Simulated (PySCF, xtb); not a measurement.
C2H5BrSn, SMILES C=[CH][SnH2][Br]. The values are those of a single conformer.

Harmonic wavenumbers (cm⁻¹) from GFN2-xTB in xtb 6.7.1 at its own minimum, in rising order: 31, 91, 196, 232, 340, 441, 460, 500, 550, 635, 898, 970, 1005, 1196, 1390, 1441, 1621, 1660, 3048, 3062, 3090.

### Question
What does r2SCAN-D4/def2-SVP (PySCF) give at its own minimum? (An estimate is asked for; the answer gives what the named calculation found.)

### Answer
46, 102, 219, 253, 390, 467, 511, 562, 633, 693, 968, 989, 1026, 1245, 1407, 1649, 1918, 1933, 3108, 3155, 3203. Paired by order, the mean absolute difference is 77 cm⁻¹ and the zero-point energies are 32.7 and 35.0 kcal/mol.
